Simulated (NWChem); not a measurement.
# Correlation energy of CNO

```xyz
3

N      0.0000     0.0000     1.2646
C      0.0000     0.0000     0.0391
O      0.0000     0.0000    -1.1358
```
Charge 0, spin multiplicity 2.

Program: NWChem. The geometry was optimised at UPBE0/def2-SVP, a minimum by its harmonic frequencies.

Basis set: def2-SVP. Each correlation energy counts from its own Hartree-Fock reference.

The correlated methods keep 3 core orbitals frozen. The structure started from a generated list of species. The unpaired electrons of the parent sit in orbitals of symmetry b1 (C2v labels of the run); other states weren't searched. No SCF solution was tested for a lower state. Open-shell Hartree-Fock references start from PBE0 orbitals. No row is a measurement; the coupled-cluster row has its own basis-set and correlation limits.

Problem. For the correlation energy, UMP2 gives -416.6 mHa and SCS-UMP2 gives -400.3 mHa. What do CCSD on UHF, CCSD[T] on UHF, CCSD(T) on UHF give?

Solution. CCSD on UHF: -435.9 mHa; CCSD[T] on UHF: -455.0 mHa; CCSD(T) on UHF: -452.8 mHa.
